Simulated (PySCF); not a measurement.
Isomers of C7H11OPS.

All values: PBE0/pcSseg-1 (PySCF) at GFN2-xTB geometries, gas phase, one conformer each.

(1) Rank by the highest IAO charge on any atom, highest value first.
A. `[CH:1]#[C:2][P@:3](=[S:4])([C:5]([CH3:6])=[O:7])[CH:8]([CH3:9])[CH3:10]` with C2–P3–C5–C6 74°, C2–P3–C8–C9 178°
B. `[CH3:1][C:2](=[O:3])[P@:4]1(=[S:5])[CH:6]=[C:7]([CH3:8])[CH2:9][CH2:10]1` with C1–C2–P4–S5 41°, C2–P4–C6–C7 -95°, C6–C7–C9–C10 -17°, C7–C9–C10–P4 22°, C2–P4–C10–C9 88°
C. `[CH3:1][CH:2]([CH3:3])[P@@H:4](=[O:5])[c:6]1[cH:7][cH:8][cH:9][s:10]1` with C1–C2–P4–O5 59°, C2–P4–C6–C7 -112°
D. `[CH3:1][C:2]#[C:3][P:4]1(=[O:5])[CH2:6][CH2:7][S:8][CH2:9][CH2:10]1` with C3–P4–C6–C7 -170°, P4–C6–C7–S8 69°, C6–C7–S8–C9 -67°, C7–S8–C9–C10 67°
E. `[CH3:1][O:2][c:3]1[s:4][cH:5][p:6][c:7]1[CH:8]([CH3:9])[CH3:10]` with C1–O2–C3–S4 -2°, P6–C7–C8–C9 -90°
F. `[CH3:1][S:2][c:3]1[cH:4][p:5][c:6]([CH:7]([CH3:8])[CH3:9])[o:10]1` with C1–S2–C3–C4 -179°, P5–C6–C7–C8 -84°

(2) Rank by LUMO energy, highest first.
A. `[CH:1]#[C:2][P@:3](=[S:4])([C:5]([CH3:6])=[O:7])[CH:8]([CH3:9])[CH3:10]` with C2–P3–C5–C6 74°, C2–P3–C8–C9 178°
B. `[CH3:1][C:2]#[C:3][P:4]1(=[O:5])[CH2:6][CH2:7][S:8][CH2:9][CH2:10]1` with C3–P4–C6–C7 -170°, P4–C6–C7–S8 69°, C6–C7–S8–C9 -67°, C7–S8–C9–C10 67°
C. `[CH3:1][O:2][c:3]1[s:4][cH:5][p:6][c:7]1[CH:8]([CH3:9])[CH3:10]` with C1–O2–C3–S4 -2°, P6–C7–C8–C9 -90°
D. `[CH3:1][S:2][c:3]1[cH:4][p:5][c:6]([CH:7]([CH3:8])[CH3:9])[o:10]1` with C1–S2–C3–C4 -179°, P5–C6–C7–C8 -84°
E. `[CH3:1][C:2](=[O:3])[P@:4]1(=[S:5])[CH:6]=[C:7]([CH3:8])[CH2:9][CH2:10]1` with C1–C2–P4–S5 41°, C2–P4–C6–C7 -95°, C6–C7–C9–C10 -17°, C7–C9–C10–P4 22°, C2–P4–C10–C9 88°

(3) Rank by the highest Hirshfeld charge on any atom, highest value first.
A. `[CH3:1][C:2](=[O:3])[P@:4]1(=[S:5])[CH:6]=[C:7]([CH3:8])[CH2:9][CH2:10]1` with C1–C2–P4–S5 41°, C2–P4–C6–C7 -95°, C6–C7–C9–C10 -17°, C7–C9–C10–P4 22°, C2–P4–C10–C9 88°
B. `[CH:1]#[C:2][P@:3](=[S:4])([C:5]([CH3:6])=[O:7])[CH:8]([CH3:9])[CH3:10]` with C2–P3–C5–C6 74°, C2–P3–C8–C9 178°
C. `[CH3:1][CH:2]([CH3:3])[P@@H:4](=[O:5])[c:6]1[cH:7][cH:8][cH:9][s:10]1` with C1–C2–P4–O5 59°, C2–P4–C6–C7 -112°
D. `[CH3:1][S:2][c:3]1[cH:4][p:5][c:6]([CH:7]([CH3:8])[CH3:9])[o:10]1` with C1–S2–C3–C4 -179°, P5–C6–C7–C8 -84°
E. `[CH3:1][O:2][c:3]1[s:4][cH:5][p:6][c:7]1[CH:8]([CH3:9])[CH3:10]` with C1–O2–C3–S4 -2°, P6–C7–C8–C9 -90°
F. `[CH3:1][C:2]#[C:3][P:4]1(=[O:5])[CH2:6][CH2:7][S:8][CH2:9][CH2:10]1` with C3–P4–C6–C7 -170°, P4–C6–C7–S8 69°, C6–C7–S8–C9 -67°, C7–S8–C9–C10 67°

Results:

(1) D (+1.545 e), C (+1.425 e), A (+1.013 e), B (+0.991 e), E (+0.339 e), F (+0.264 e).

(2) B (0.01 eV), D (-0.68 eV), C (-1.08 eV), E (-1.53 eV), A (-1.77 eV).

(3) F (+0.434 e), C (+0.398 e), B (+0.341 e), A (+0.310 e), E (+0.101 e), D (+0.057 e).

All values together:

```
                  SMILES  μ (D)  HOMO (eV)  LUMO (eV)  lowest IAO charge (e)  highest IAO charge (e)  lowest Hirshfeld charge (e)  highest Hirshfeld charge (e)
          COc1scpc1C(C)C   2.62      -6.27      -1.08             -0.590 (C)              +0.339 (P)                   -0.161 (C)                    +0.101 (S)
CC(=O)[P@]1(=S)C=C(C)CC1   4.17      -6.32      -1.53             -0.607 (S)              +0.991 (P)                   -0.328 (S)                    +0.310 (P)
        CC#CP1(=O)CCSCC1   4.07      -6.57       0.01             -0.917 (O)              +1.545 (P)                   -0.396 (O)                    +0.434 (P)
  CC(C)[P@@H](=O)c1cccs1   3.75      -7.30      -1.15             -0.924 (O)              +1.425 (P)                   -0.395 (O)                    +0.398 (P)
C#C[P@](=S)(C(C)=O)C(C)C   2.97      -6.61      -1.77             -0.576 (S)              +1.013 (P)                   -0.279 (S)                    +0.341 (P)
        CSc1cpc(C(C)C)o1   2.49      -5.85      -0.68             -0.501 (C)              +0.264 (P)                   -0.165 (C)                    +0.057 (H)
```

Conformers: `[CH3:1][O:2][c:3]1[s:4][cH:5][p:6][c:7]1[CH:8]([CH3:9])[CH3:10]` with C1–O2–C3–S4 -2°, P6–C7–C8–C9 -90°; `[CH3:1][C:2](=[O:3])[P@:4]1(=[S:5])[CH:6]=[C:7]([CH3:8])[CH2:9][CH2:10]1` with C1–C2–P4–S5 41°, C2–P4–C6–C7 -95°, C6–C7–C9–C10 -17°, C7–C9–C10–P4 22°, C2–P4–C10–C9 88°; `[CH3:1][C:2]#[C:3][P:4]1(=[O:5])[CH2:6][CH2:7][S:8][CH2:9][CH2:10]1` with C3–P4–C6–C7 -170°, P4–C6–C7–S8 69°, C6–C7–S8–C9 -67°, C7–S8–C9–C10 67°; `[CH3:1][CH:2]([CH3:3])[P@@H:4](=[O:5])[c:6]1[cH:7][cH:8][cH:9][s:10]1` with C1–C2–P4–O5 59°, C2–P4–C6–C7 -112°; `[CH:1]#[C:2][P@:3](=[S:4])([C:5]([CH3:6])=[O:7])[CH:8]([CH3:9])[CH3:10]` with C2–P3–C5–C6 74°, C2–P3–C8–C9 178°; `[CH3:1][S:2][c:3]1[cH:4][p:5][c:6]([CH:7]([CH3:8])[CH3:9])[o:10]1` with C1–S2–C3–C4 -179°, P5–C6–C7–C8 -84°.
